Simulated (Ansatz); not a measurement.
Z-matrix (Å, degrees):
```
Si
O 1 1.6478
H 2 0.9575 1 117.87
H 1 1.4805 2 105.92 3 179.93
H 1 1.4890 4 109.86 2 -120.73
H 1 1.4890 4 109.86 5 -118.54
```
Charge 0, multiplicity 1.

These are frozen-core CCSD(T)/def2-TZVPP // PBE0-D4/def2-TZVP in Ansatz (a program for electronic structure) values and carry that method's errors.

```yaml
HF energy: -366.21048 Ha
MP2 correlation energy: -0.37606 Ha
```

Task: Estimate the CCSD correlation energy, the (T) correction, the total energy and the T1 diagnostic.

Result: 
| Quantity | Value |
|---|---|
| CCSD correlation energy | -0.40067 Ha |
| (T) correction | -0.01206 Ha |
| CCSD(T) total energy | -366.62321 Ha |
| T1 diagnostic | 0.011 |
